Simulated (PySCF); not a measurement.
This script is equivalent to a calculation on S (sulfur, neutral).

```python
from pyscf import gto, scf, dft, mp, cc
import basis_set_exchange as bse
mol = gto.M(atom="S 0 0 0", charge=0, spin=2, symmetry="D2h",
            basis=gto.basis.parse(bse.get_basis("cc-pVDZ-DK", elements=["S"], fmt="nwchem", header=False)),
            nucmod="G")
mf = dft.UKS(mol, xc="R2SCAN").sfx2c1e()
mf.irrep_nelec = {'Ag': (3, 3), 'B1u': (2, 1), 'B2u': (2, 2), 'B3u': (2, 1)}
mf.kernel()
```

Task: What total energy does it give?

Result: -399.164 hartree (calculated).

Task: Which occupied shell lies highest, and where?

Result: 3p β, at -6.137 eV.

Task: What is ⟨S²⟩, and what would a pure spin state give?

Result: 2.004, against 2.00.
